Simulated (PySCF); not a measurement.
Input of a run (PBE0-D3(BJ)/def2-SVP geometry optimisation, gas phase (PySCF 2.14.0)), started from a GFN2-xTB structure with every atom displaced at random (by about 0.01 Å):
```
{"job": {"xc": "PBE0", "basis": "def2-SVP", "d3": "d3bj", "grid": 1, "shake": 0.01, "kind": "geom"}, "charge": 0, "multiplicity": 1}
Si     2.407230     0.499930    -0.226240
Si     0.250220    -0.165980    -0.823850
C     -0.630470    -1.442210     0.270410
C     -1.668910    -0.856170     0.787380
Ge    -1.685330     0.958090     0.028770
H      2.723090     1.800140    -0.878770
H      2.540270     0.709310     1.214940
H      3.415550    -0.440870    -0.653080
H      0.088920    -0.503240    -2.228150
H     -0.311370    -2.460540     0.505020
H     -2.387480    -1.375850     1.471120
H     -3.003680     1.266060    -0.641510
H     -1.732190     1.994440     1.163640
```

Output (energies in Eh, forces in Eh/bohr):
```
step   0  E = -2735.86020799  max force = 0.060226
step   1  E = -2735.87172126  max force = 0.010386
step   2  E = -2735.87207936  max force = 0.002730
step   3  E = -2735.87215145  max force = 0.002064
step   4  E = -2735.87219458  max force = 0.001343
step   5  E = -2735.87224211  max force = 0.000893
step   6  E = -2735.87227830  max force = 0.000609
step   7  E = -2735.87230808  max force = 0.000579
step   8  E = -2735.87232259  max force = 0.000463
step   9  E = -2735.87233018  max force = 0.000441
optimisation converged
```

Problem. Summarise the run.

Solution. The energy falls by 31.8 kJ/mol over 10 energy and gradient evaluations, the largest force component goes from 0.0602 to 4.4e-04 Eh/bohr, and the atoms move by 0.156 Å rms after alignment. Among the bonds, C3=C4 and Si1–H8 change most and about equally (+0.053 Å). Bonds longer at the end by more than 0.005 Å: 8 of 13; shorter: 2. Among the angles that change most is Si2–Ge5–H12, from 130.0° to 120.1°. Among the dihedrals that turn most is H11–C4–Ge5–H12, from -52° to -66°. The energy never rose by more than 1e-6 Eh on the way. The first step brought 95 % of the lowering.

Problem. What are the final bond lengths?

Solution. Si1–Si2 2.343 Å, Si2–C3 1.893 Å, C3=C4 1.353 Å, C4–Ge5 1.967 Å, Si2–Ge5 2.390 Å, Si1–H6 1.497 Å, Si1–H7 1.496 Å, Si1–H8 1.497 Å, Si2–H9 1.499 Å, C3–H10 1.098 Å, C4–H11 1.098 Å, Ge5–H12 1.541 Å, Ge5–H13 1.542 Å. Numbering counts from 1 in the input's order; the species is `[SiH3][Si@H]1C=[CH][GeH2]1`.

The run used 136 basis functions and 66 SCF cycles in all. Time: 2.2 min; peak memory 0.55 GiB. Hardware: Arm Neoverse N1, one thread, on a shared host.

PBE0-D3(BJ)/def2-SVP frequencies: not computed here.
